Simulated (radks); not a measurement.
The numbers below are computed, except where a source is named.
Question: The mean radii <r> (bohr) of the occupied orbitals of an atom or ion are listed with their occupations. Level of theory: non-relativistic Kohn-Sham, TPSS, spin-polarised, spherical densities, point nucleus; meta-GGA in the generalised Kohn-Sham scheme (a radial shooting solver on a logarithmic mesh with Libxc functionals).

orbital  occ.      <r>
1s down     1  0.02447
1s up       1  0.02447
2s up       1   0.1044
2s down     1   0.1044
2p up       3  0.08859
2p down     3  0.08859
3s up       1   0.2703
3s down     1   0.2702
3p up       3   0.2602
3p down     3   0.2601
3d up       5   0.2319
3d down     5   0.2317
4s up       1   0.6050
4s down     1   0.6052
4p up       3   0.6183
4p down     3   0.6186
4d up       5   0.6481
4d down     5   0.6489
5s up       1    1.259
5s down     1    1.266
4f up       3   0.7212

Name the element and its charge. Open shells, if any, are filled with parallel spins first.

Answer: Z = 62, samarium, charge +11: Sm11+ in [Kr] 4d10 4f3 5s2. The 1s radius gives Z: for a bare nucleus <r> = 1.5/Z, 0.02419 bohr for Z = 62, and screening makes it slightly larger (0.02447 here). The occupations add up to 51, and the charge is Z minus that.
